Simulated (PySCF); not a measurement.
**Trend along group 13: MZn cations**

PBE with double-zeta basis sets in PySCF, for the lowest determinant that a PBE0 search found; no spin–orbit coupling. De refers to high-spin ground-configuration atoms (the charge goes to the atom of lower measured ionisation energy or higher electron affinity, which is not always the lowest computed limit). A positive dipole points towards Zn; it is taken about the centre of mass and depends on that origin.

| M | basis | charged atom | state (unpaired electrons) | Re (Å) | ωe (cm⁻¹) | De (eV) | μ (D) |
| --- | --- | --- | --- | --- | --- | --- | --- |
| B | def2-SVP | B+ | singlet (closed shell) | 2.327 | 331 | 2.47 | -1.65 |
| Al | 6-31G(d,p) | Al+ | singlet (closed shell) | 2.692 | 180 | 1.13 | -3.08 |
| Tl | def2-SVP | Tl+ | singlet (closed shell) | 3.085 | 91.2 | n/a | 1.41 |

The shortest bond is that of ZnB⁺ (2.327 Å), the longest that of TlZn⁺ (3.085 Å).

The rows differ in basis set, which adds steps of its own.

Down a group the atoms grow and get heavier, so bonds lengthen and wavenumbers fall; this series shows no clear exception.

Closed-shell solutions of metal pairs were not tested for spin polarisation, which can lower them a little. Spin–orbit coupling is left out. For an ion De counts to the pair picked by the measured ionisation energies or electron affinities, which need not be the lowest pair at this level.
